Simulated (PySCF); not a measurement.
# Continuum solvent and chemical shifts

Molfile (atoms numbered from 1):
```
C8H6O2
     RDKit          3D

 16 17  0  0  0  0  0  0  0  0999 V2000
    1.9286   -2.4201   -0.5504 O   0  0  0  0  0  0  0  0  0  0  0  0
    1.6269   -1.3081   -0.2339 C   0  0  0  0  0  0  0  0  0  0  0  0
    2.5420   -0.3608    0.1131 O   0  0  0  0  0  0  0  0  0  0  0  0
    1.9280    0.8746    0.4372 C   0  0  0  0  0  0  0  0  0  0  0  0
    0.4565    0.6396    0.2740 C   0  0  0  0  0  0  0  0  0  0  0  0
   -0.6456    1.4692    0.4537 C   0  0  0  0  0  0  0  0  0  0  0  0
   -1.9110    0.9306    0.2138 C   0  0  0  0  0  0  0  0  0  0  0  0
   -2.0734   -0.4003   -0.1949 C   0  0  0  0  0  0  0  0  0  0  0  0
   -0.9662   -1.2257   -0.3734 C   0  0  0  0  0  0  0  0  0  0  0  0
    0.2901   -0.6788   -0.1312 C   0  0  0  0  0  0  0  0  0  0  0  0
    2.2016    1.1545    1.4680 H   0  0  0  0  0  0  0  0  0  0  0  0
    2.3098    1.6559   -0.2411 H   0  0  0  0  0  0  0  0  0  0  0  0
   -0.5353    2.5085    0.7719 H   0  0  0  0  0  0  0  0  0  0  0  0
   -2.7944    1.5594    0.3474 H   0  0  0  0  0  0  0  0  0  0  0  0
   -3.0784   -0.7886   -0.3732 H   0  0  0  0  0  0  0  0  0  0  0  0
   -1.0623   -2.2661   -0.6905 H   0  0  0  0  0  0  0  0  0  0  0  0
  1  2  2  0
  2  3  1  0
  3  4  1  0
  4  5  1  0
  5  6  2  0
  6  7  1  0
  7  8  2  0
  8  9  1  0
  9 10  2  0
 10  2  1  0
 10  5  1  0
  4 11  1  0
  4 12  1  0
  6 13  1  0
  7 14  1  0
  8 15  1  0
  9 16  1  0
M  END
```

GIAO PBE0/pcSseg-1 in PySCF 2.14.0 with density-fitted response routines on one PBE0-D3(BJ)/def2-SVP conformer, non-relativistic, equivalent nuclei averaged. Solvents enter as an IEF-PCM continuum (cyclohexane with ε = 2.0, dimethylsulfoxide with ε = 46.8) around the gas-phase geometry. Shifts are referred to TMS computed in the same medium.

Gas phase, δ in ppm: C2 171.4, C5 152.1, C7 138.7, C8 134.1, C9 132.8, C10 131.4, C6 126.6, C4 69.3, H16 8.17, H14 7.72, H15 7.66, H13 7.50, H11/H12 5.13. Dipole moment 5.19 D.

Question: How does each δ change in the continuum?

Answer: 
```json
{"atoms": "C2", "environment": "ester carbonyl carbon", "Δδ, cyclohexane": "+2.2", "Δδ, dimethylsulfoxide": "+5.4"}
{"atoms": "C5", "environment": "substituted aromatic carbon", "Δδ, cyclohexane": "+1.3", "Δδ, dimethylsulfoxide": "+3.5"}
{"atoms": "C7", "environment": "aromatic CH", "Δδ, cyclohexane": "+1.4", "Δδ, dimethylsulfoxide": "+3.7"}
{"atoms": "C8", "environment": "aromatic CH", "Δδ, cyclohexane": "+0.7", "Δδ, dimethylsulfoxide": "+1.6"}
{"atoms": "C9", "environment": "aromatic CH", "Δδ, cyclohexane": "+0.3", "Δδ, dimethylsulfoxide": "+0.3"}
{"atoms": "C10", "environment": "substituted aromatic carbon", "Δδ, cyclohexane": "-0.6", "Δδ, dimethylsulfoxide": "-1.5"}
{"atoms": "C6", "environment": "aromatic CH", "Δδ, cyclohexane": "+1.0", "Δδ, dimethylsulfoxide": "+3.0"}
{"atoms": "C4", "environment": "sp3 CH2 bonded to O, on an aromatic ring", "Δδ, cyclohexane": "+0.9", "Δδ, dimethylsulfoxide": "+2.5"}
{"atoms": "H16", "environment": "hydrogen on an aromatic CH", "Δδ, cyclohexane": "+0.06", "Δδ, dimethylsulfoxide": "+0.09"}
{"atoms": "H14", "environment": "hydrogen on an aromatic CH", "Δδ, cyclohexane": "+0.14", "Δδ, dimethylsulfoxide": "+0.37"}
{"atoms": "H15", "environment": "hydrogen on an aromatic CH", "Δδ, cyclohexane": "+0.11", "Δδ, dimethylsulfoxide": "+0.27"}
{"atoms": "H13", "environment": "hydrogen on an aromatic CH", "Δδ, cyclohexane": "+0.15", "Δδ, dimethylsulfoxide": "+0.43"}
{"atoms": "H11/H12", "environment": "hydrogen on an sp3 CH2 bonded to O, on an aromatic ring", "Δδ, cyclohexane": "+0.13", "Δδ, dimethylsulfoxide": "+0.33"}
```

Changes are relative to the gas phase. The dipole moment becomes 5.82 D in cyclohexane, 6.84 D in dimethylsulfoxide.

Question: Which nuclei move most (in ppm), and what does the model miss?

Answer: C2 (ester carbonyl carbon, +5.4 ppm) in dimethylsulfoxide. A continuum only polarises the solute; specific hydrogen bonds, the anisotropy of aromatic solvents and changes of geometry or conformer are outside it.
